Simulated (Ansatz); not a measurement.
Cl2O2W, charge +1, doublet, at a GFN2-xTB geometry (such geometries of metal compounds can be far from the true shape) (the multiplicity is a formal guess) (core potentials on W), with bond 3-1 at 1.25 times its length; HF/def2-TZVP in Ansatz (a program for electronic structure).

Ansatz was given this input:
Ansatz 0.2 input:
```yaml
crystal:
  periodic: [false, false, false]
  atoms:
    - {symbol: W, position_ang: [0.20214214, -0.04016039, 0.06643374]}
    - {symbol: O, position_ang: [1.45911084, -0.60086055, -0.92435281]}
    - {symbol: O, position_ang: [0.90274303, 0.20936489, 2.05154477]}
    - {symbol: Cl, position_ang: [-0.51668921, 1.83426238, -0.68033334]}
    - {symbol: Cl, position_ang: [-1.40874539, -1.45172859, 0.04754189]}
basis:
  gaussian:
    orbitals: def2-TZVP
hamiltonian:
  xc: hf
total_charge: 1
magnetization: {spin_polarized: true, initial_magnetization: 1}
scf: {lower_state_search: off}
```

**Question.** Write the output that Ansatz gives for this input, abridged.

**Answer.** 
```
Functional definition: HF
these checks for a lower state are left out or cut short: stability, starts, cluster_reference, orbital_swaps, neighbouring_geometries, increment
1517 factors; their error is unknown
mean field evaluation 1: about -30859.3731 eV, gradient 6.8e1 eV
mean field evaluation 2: about -30711.2283 eV, gradient 1.9e2 eV
mean field evaluation 4: about -30880.2824 eV, gradient 2.1e1 eV
mean field evaluation 8: about -30883.5335 eV, gradient 9.1e-1 eV
mean field evaluation 16: about -30883.9714 eV, gradient 4.0e-1 eV
mean field -30883.97260124 eV, -1134.9650591871 hartree, gradient 1.6e-6 eV, S^2 0.792133; 0 other end points of the search recorded, 0 dependent functions left out
reference -30883.97260124 eV, -1134.9650591871 hartree; 32, 31 occupied and 144, 145 virtual orbitals, 1517 factors
Total energy: -30883.97260124 eV, -1134.9650591871 hartree
Checks for a lower state left out: stability, starts, cluster_reference, orbital_swaps, neighbouring_geometries, increment
```
